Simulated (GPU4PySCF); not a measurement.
hexaazatrinaphthylene (C24H12N6), SMILES c12nc3c(nc2c2nc4ccccc4nc2c2c1nc1c(cccc1)n2)cccc3. Geometry optimised at PBE-D3(BJ)/def2-SVP.

### Question
Give the equilibrium geometry at PBE-D3(BJ)/def2-SVP (GPU4PySCF confirms it by a frequency run) as bond lengths and angles, and its point group. (Estimate from the structure and the level; the computed values follow.)

### Answer
point group C3h.
Atoms: C1 C2 C3 C4 N5 C6 C7 N8 C9 C10 C11 N12 C13 C14 C15 C16 C17 C18 N19 C20 C21 N22 C23 C24 C25 C26 C27 C28 N29 C30 H31 H32 H33 H34 H35 H36 H37 H38 H39 H40 H41 H42. Bond lengths (Å): C1–C2 1.426, C1–C10 1.386, C1–H31 1.101, C2–C3 1.386, C2–H32 1.101, C3–C4 1.427, C3–H33 1.100, C4–N5 1.355, C4–C9 1.448, N5–C6 1.330, C6–C7 1.447, C6–C30 1.480, C7–N8 1.330, C7–C11 1.480, N8–C9 1.355, C9–C10 1.427, C10–H34 1.100, C11–N12 1.330, C11–C20 1.447, N12–C13 1.355, C13–C14 1.427, C13–C18 1.448, C14–C15 1.386, C14–H35 1.100, C15–C16 1.426, C15–H36 1.101, C16–C17 1.386, C16–H37 1.101, C17–C18 1.427, C17–H38 1.100, C18–N19 1.355, N19–C20 1.330, C20–C21 1.480, C21–N22 1.330, C21–C30 1.447, N22–C23 1.355, C23–C24 1.427, C23–C28 1.448, C24–C25 1.386, C24–H39 1.100, C25–C26 1.426, C25–H40 1.101, C26–C27 1.386, C26–H41 1.101, C27–C28 1.427, C27–H42 1.100, C28–N29 1.355, N29–C30 1.330. Angles (°): C2–C1–C10 120.8, C2–C1–H31 119.3, C10–C1–H31 119.9, C1–C2–C3 120.8, C1–C2–H32 119.3, C3–C2–H32 119.9, C2–C3–C4 119.9, C2–C3–H33 122.5, C4–C3–H33 117.6, C3–C4–N5 119.8, C3–C4–C9 119.3, N5–C4–C9 120.9, C4–N5–C6 117.6, N5–C6–C7 121.5, N5–C6–C30 118.5, C7–C6–C30 120.0, C6–C7–N8 121.5, C6–C7–C11 120.0, N8–C7–C11 118.5, C7–N8–C9 117.6, C4–C9–N8 120.9, C4–C9–C10 119.3, N8–C9–C10 119.8, C1–C10–C9 119.9, C1–C10–H34 122.5, C9–C10–H34 117.6, C7–C11–N12 118.5, C7–C11–C20 120.0, N12–C11–C20 121.5, C11–N12–C13 117.6, N12–C13–C14 119.8, N12–C13–C18 120.9, C14–C13–C18 119.3, C13–C14–C15 119.9, C13–C14–H35 117.6, C15–C14–H35 122.5, C14–C15–C16 120.8, C14–C15–H36 119.9, C16–C15–H36 119.3, C15–C16–C17 120.8, C15–C16–H37 119.3, C17–C16–H37 119.9, C16–C17–C18 119.9, C16–C17–H38 122.5, C18–C17–H38 117.6, C13–C18–C17 119.3, C13–C18–N19 120.9, C17–C18–N19 119.8, C18–N19–C20 117.6, C11–C20–N19 121.5, C11–C20–C21 120.0, N19–C20–C21 118.5, C20–C21–N22 118.5, C20–C21–C30 120.0, N22–C21–C30 121.5, C21–N22–C23 117.6, N22–C23–C24 119.8, N22–C23–C28 120.9, C24–C23–C28 119.3, C23–C24–C25 119.9, C23–C24–H39 117.6, C25–C24–H39 122.5, C24–C25–C26 120.8, C24–C25–H40 119.9, C26–C25–H40 119.3, C25–C26–C27 120.8, C25–C26–H41 119.3, C27–C26–H41 119.9, C26–C27–C28 119.9, C26–C27–H42 122.5, C28–C27–H42 117.6, C23–C28–C27 119.3, C23–C28–N29 120.9, C27–C28–N29 119.8, C28–N29–C30 117.6, C6–C30–C21 120.0, C6–C30–N29 118.5, C21–C30–N29 121.5.
